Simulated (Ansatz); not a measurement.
Consider the formal exchange of groups at the Al–S bond: `[F][AlH][S][SiH3]` + `N=CCl` → `N=[C](Cl)[AlH][F]` + `[SiH3]S`.

Gas-phase electronic energies from Ansatz, PBE0-D4/def2-TZVP geometries. CBS: MP2 limit from def2 TZ/QZ plus the TZ coupled-cluster correction, frozen cores. This one scheme is used for every species. DFT in def2-TZVPP. B3LYP here is the variant with VWN-RPA as its local correlation; programs differ in this. Each species was taken in one conformer, which may not be the lowest.

`[F][AlH][S][SiH3]`:

```xyz
8

F    -1.187   -0.148    3.185
Al   -0.312    0.005    1.800
S    -1.407   -0.351   -0.035
Si    0.158   -0.028   -1.460
H     1.206    0.386    1.894
H    -0.232    1.085   -2.359
H     0.345   -1.264   -2.256
H     1.428    0.315   -0.769
```

`N=CCl`:

Z-matrix (Å, degrees):
```
C
N 1 1.247
Cl 1 1.729 2 121.0
H 1 1.091 2 128.0 3 180.0
H 2 1.019 1 110.5 3 -180.0
```

`N=[C](Cl)[AlH][F]`:

Cartesian coordinates in Å:
```
N 1.387 0.780 0.169
C 0.194 0.586 -0.163
Cl -0.792 1.827 -0.972
Al -0.594 -1.173 0.245
F -2.188 -1.386 -0.093
H 1.752 1.708 -0.058
H 0.239 -2.342 0.872
```

`[SiH3]S`:

Cartesian coordinates in Å:
```
Si -0.351 0.387 -0.074
S 0.393 -1.477 0.660
H 0.443 1.533 0.438
H -1.741 0.468 0.434
H -0.351 0.430 -1.558
H 1.607 -1.341 0.099
```

CCSD(T)/CBS gives +25.2 kcal/mol.

**Question.** Another level gave +25.1 kcal/mol. Which?
A. LC-ωPBE/def2-TZVPP
B. B3LYP-D4/def2-TZVPP
C. BLYP/def2-TZVPP
D. r2SCAN-D4/def2-TZVPP

**Answer.** D. r2SCAN-D4 25.1, B3LYP-D4 23.7, BLYP 21.7, LC-ωPBE 26.3 kcal/mol.

Largest T1 diagnostic among the species: 0.014.

From PBE to PBE0 (25 % exact exchange), in def2-TZVPP and without D4, ΔE moves by +1.8 kcal/mol. Leaving LDA and LC-ωPBE aside and taking each functional with its dispersion term where it has one, the values, not all of them listed here, spread over 4.6 kcal/mol, from BLYP-D4 to PBE-QIDH. LDA lies +0.9 kcal/mol from PBE without D4. At CCSD(T), def2-SVP lies −1.5 kcal/mol from the extrapolated value and def2-TZVPP −0.7 kcal/mol.
